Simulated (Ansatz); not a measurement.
Problem. Name a neutral molecule of F, In and H with LUMO energy (ωB97M-V/def2-TZVPP) between -0.40 and -0.10 eV and ideal-gas entropy at 298 K and 1 bar (rigid rotor, harmonic PBE0-D4/def2-TZVP) between 277 and 293 J/(mol·K) (Ansatz, PBE0-D4/def2-TZVP geometry).

Solution. `[F][InH][F]` (-0.27 eV, 292 J/(mol·K)). Other molecules can fit too; these were computed, each in one conformer that needn't be the lowest.
